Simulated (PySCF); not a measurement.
Start geometry of `NC1=[S+]C=CC(C=O)=C1` from GFN2-xTB (Å):
```
atom  x, y, z in Å
N1     2.7248   -0.2277   -0.1297
C2     1.4591    0.1706   -0.0668
C3     0.3976   -0.7494   -0.0324
C4    -0.9292   -0.3966    0.0364
C5    -1.9846   -1.4628    0.0665
O6    -3.1505   -1.2167    0.1280
C7    -1.3720    0.9456    0.0795
C8    -0.5261    2.0017    0.0531
S9     1.1780    1.8803   -0.0289
H10    2.9597   -1.2093   -0.1559
H11    3.4860    0.4341   -0.1543
H12    0.6566   -1.8004   -0.0635
H13   -1.5869   -2.4902    0.0266
H14   -2.4413    1.1060    0.1351
H15   -0.8757    3.0228    0.0843
```

**Question.** What comes out of this run: PBE0/def2-SV(P) geometry optimisation, gas phase (PySCF)?

**Answer.** 
```
atom  x, y, z in Å
N1     2.789   -0.153   -0.189
C2     1.518    0.233   -0.130
C3     0.453   -0.703   -0.101
C4    -0.876   -0.353   -0.038
C5    -1.916   -1.445   -0.014
O6    -3.084   -1.196    0.042
C7    -1.341    0.988    0.005
C8    -0.490    2.047   -0.013
S9     1.217    1.932   -0.088
H10    3.027   -1.142   -0.217
H11    3.561    0.509   -0.211
H12    0.721   -1.766   -0.132
H13   -1.524   -2.490   -0.051
H14   -2.423    1.153    0.055
H15   -0.833    3.087    0.020
```

The energy falls by 0.032 eV over 6 energy and gradient evaluations, the largest force component goes from 0.0115 to 8.4e-05 Eh/bohr, and the atoms move by 0.018 Å rms after alignment. The bond that changes most is C8–H15 (aromatic CH next to a ring sulfur to aromatic hydrogen), which lengthens by 0.016 Å. Bonds longer at the end by more than 0.005 Å: 10 of 15; shorter: 1. Rotational constants go from 2868, 985.8, 733.7 to 2855, 983.6, 731.6 MHz. The orientation of the end geometry is arbitrary; only internal coordinates are fixed.

The run used 142 basis functions and 41 SCF cycles in all. On an Arm Neoverse N1 with one thread, no GPU (shared host), this took 65 s of wall time and 0.63 GiB of memory at its peak.

No PBE0/def2-SV(P) frequencies stand behind this structure, so it isn't proved a minimum. One conformer (not necessarily the lowest) at the PBE0/def2-SV(P) geometry, without solvent, vibrations or thermal averaging.
